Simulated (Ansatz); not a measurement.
## MP2, SCS-MP2 and SOS-MP2 from spin components

System: hydrogen sulfide (H₂S), singlet, geometry from GFN2-xTB. Level: MP2/def2-SVPD run with Ansatz (a first-principles code). Sums are taken with unrounded values, so a last digit can differ.

Input for Ansatz:
Ansatz 0.2 input:
```yaml
crystal:
  periodic: [false, false, false]
  atoms:
    - {symbol: S, position_ang: [-0.00035523, -0.00209154, 0.10204772]}
    - {symbol: H, position_ang: [-0.03705710, 0.97315096, -0.79691824]}
    - {symbol: H, position_ang: [0.04274080, -0.93968637, -0.83584535]}
basis:
  gaussian:
    orbitals: def2-SVPD
magnetization: {spin_polarized: false}
correlation: {method: mp2}
```

It gave an SCF energy of -398.574602 Eh, a same-spin correlation energy of -0.033408 Eh and an opposite-spin one of -0.120328 Eh.

**Question.** Work out the MP2, SCS-MP2 (6/5 and 1/3) and SOS-MP2 (1.3 and 0) correlation and total energies.

**Answer.** MP2: -0.120328 + (-0.033408) = -0.153736 Eh, total -398.728339 Eh, as the program printed. SCS-MP2: 1.2 × (-0.120328) + (-0.033408)/3 = -0.155530 Eh, total -398.730132 Eh. SOS-MP2: 1.3 × (-0.120328) = -0.156427 Eh, total -398.731029 Eh. Opposite spins carry 78 % of the MP2 correlation; same-spin pairs are already kept apart by exchange.
